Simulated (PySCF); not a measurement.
AgCl, singlet, at a GFN2-xTB geometry (such geometries of metal compounds can be far from the true shape) (core potentials on Ag); CAMB3LYP/def2-SVP, TDA run with PySCF.

The PySCF input:
```python
from pyscf import gto, scf, dft, tdscf

mol = gto.Mole()
mol.atom = '''
    Ag   -0.000000   -0.000000   -0.587250
    Cl    0.000000    0.000000    1.623574
'''
mol.basis = 'def2-svp'
mol.ecp = {'Ag': 'def2-svp'}
mol.charge = 0
mol.spin = 0
mol.verbose = 4
mol.build()

mf = dft.RKS(mol)
mf.xc = 'camb3lyp'
mf.kernel()
td = mf.TDA()
td.nstates = 5
td.kernel()
td.analyze(verbose=3)
```

The log (banner, timings and long lists left out):

```
PySCF version 2.14.0

[INPUT] verbose = 4
[INPUT] num. atoms = 2
[INPUT] num. electrons = 36
[INPUT] charge = 0
[INPUT] spin (= nelec alpha-beta = 2S) = 0
[INPUT] symmetry False subgroup None
[INPUT] Mole.unit = angstrom
[INPUT] Symbol           X                Y                Z      unit          X                Y                Z       unit  Magmom
[INPUT]  1 Ag     0.000000000000   0.000000000000  -0.587250000000 AA    0.000000000000   0.000000000000  -1.109741666651 Bohr   0.0
[INPUT]  2 Cl     0.000000000000   0.000000000000   1.623574000000 AA    0.000000000000   0.000000000000   3.068110202965 Bohr   0.0

nuclear repulsion = 77.3124586702334
number of shells = 19
number of NR pGTOs = 93
number of NR cGTOs = 49
basis = def2-svp
ecp = {'Ag': 'def2-svp'}

******** <class 'pyscf.dft.rks.RKS'> ********
method = RKS
initial guess = minao
damping factor = 0
level_shift factor = 0
DIIS = <class 'pyscf.scf.diis.CDIIS'>
diis_start_cycle = 1
diis_space = 8
diis_damp = 0
SCF conv_tol = 1e-09
SCF conv_tol_grad = None
SCF max_cycles = 50
direct_scf = True
direct_scf_tol = 1e-13
XC library pyscf.dft.libxc version 7.1.2
    S. Lehtola, C. Steigemann, M. J. T. Oliveira, and M. A. L. Marques,  SoftwareX 7, 1–5 (2018)
XC functionals = camb3lyp
    T. Yanai, D. P. Tew, and N. C. Handy,  Chem. Phys. Lett. 393, 51 (2004)
radial grids:
    Treutler-Ahlrichs [JCP 102, 346 (1995); DOI:10.1063/1.469408] (M4) radial grids

becke partition: Becke, JCP 88, 2547 (1988); DOI:10.1063/1.454033
pruning grids: <function nwchem_prune>
grids dens level: 3
symmetrized grids: False
atomic radii adjust function: <function treutler_atomic_radii_adjust>
small_rho_cutoff = 0
Set gradient conv threshold to 3.16228e-05
Initial guess from minao.
tot grids = 41320
init E= -594.49092013899
  HOMO = -0.753998911031228  LUMO = -0.639071686969963  gap/eV = 3.12733
cycle= 1 E= -606.437410639368  delta_E= -11.9  |g|= 1.42  |ddm|= 3.36
  HOMO = 0.0123044199305987  LUMO = 0.0236217569796688  gap/eV = 0.30796
cycle= 2 E= -604.86191425595  delta_E= 1.58  |g|= 3.27  |ddm|= 4.31
  HOMO = -0.3317075968332  LUMO = -0.100483269301577  gap/eV = 6.29193
cycle= 3 E= -607.010612117602  delta_E= -2.15  |g|= 0.094  |ddm|= 2.81
  HOMO = -0.31992455969572  LUMO = -0.0781636408826785  gap/eV = 6.57865
cycle= 4 E= -607.013204259868  delta_E= -0.00259  |g|= 0.044  |ddm|= 0.144
  HOMO = -0.321733531682991  LUMO = -0.0784706801970358  gap/eV = 6.61952
cycle= 5 E= -607.013758487511  delta_E= -0.000554  |g|= 0.0102  |ddm|= 0.0607
  HOMO = -0.320407729795206  LUMO = -0.0792758940396681  gap/eV = 6.56153
cycle= 6 E= -607.013848798203  delta_E= -9.03e-05  |g|= 0.00324  |ddm|= 0.0252
  HOMO = -0.320989695230641  LUMO = -0.0796012158807429  gap/eV = 6.56852
cycle= 7 E= -607.013867003812  delta_E= -1.82e-05  |g|= 0.00198  |ddm|= 0.015
  HOMO = -0.32034056405367  LUMO = -0.0795977533389802  gap/eV = 6.55095
cycle= 8 E= -607.013870881601  delta_E= -3.88e-06  |g|= 0.000609  |ddm|= 0.00832
  HOMO = -0.320370807468353  LUMO = -0.0795163636482314  gap/eV = 6.55398
cycle= 9 E= -607.013871034428  delta_E= -1.53e-07  |g|= 0.000111  |ddm|= 0.0015
  HOMO = -0.32034800486039  LUMO = -0.0795002175332868  gap/eV = 6.55380
cycle= 10 E= -607.013871041158  delta_E= -6.73e-09  |g|= 1.68e-05  |ddm|= 0.000304
  HOMO = -0.320346622421307  LUMO = -0.0794989829969523  gap/eV = 6.55380
cycle= 11 E= -607.01387104158  delta_E= -4.22e-10  |g|= 3.4e-06  |ddm|= 9.29e-05
  HOMO = -0.320347351777373  LUMO = -0.0794985422148997  gap/eV = 6.55383
Extra cycle  E= -607.013871041587  delta_E= -6.82e-12  |g|= 2.74e-06  |ddm|= 8.02e-06
converged SCF energy = -607.013871041587

******** <class 'pyscf.tdscf.rks.TDA'> for <class 'pyscf.dft.rks.RKS'> ********
nstates = 5 singlet
deg_eia_thresh = 1.000e-03
wfnsym = None
conv_tol = 1e-05
eigh lindep = 1e-12
eigh level_shift = 0
eigh max_cycle = 100

Excitation energies (eV)
[3.34016758 3.34016758 3.83878277 4.93749568 4.93749618]

** Singlet excitation energies and oscillator strengths **
Excited State   1:      3.34017 eV    371.19 nm  f=0.0164
Excited State   2:      3.34017 eV    371.19 nm  f=0.0164
Excited State   3:      3.83878 eV    322.98 nm  f=0.0453
Excited State   4:      4.93750 eV    251.11 nm  f=0.0000
Excited State   5:      4.93750 eV    251.11 nm  f=0.0000
```
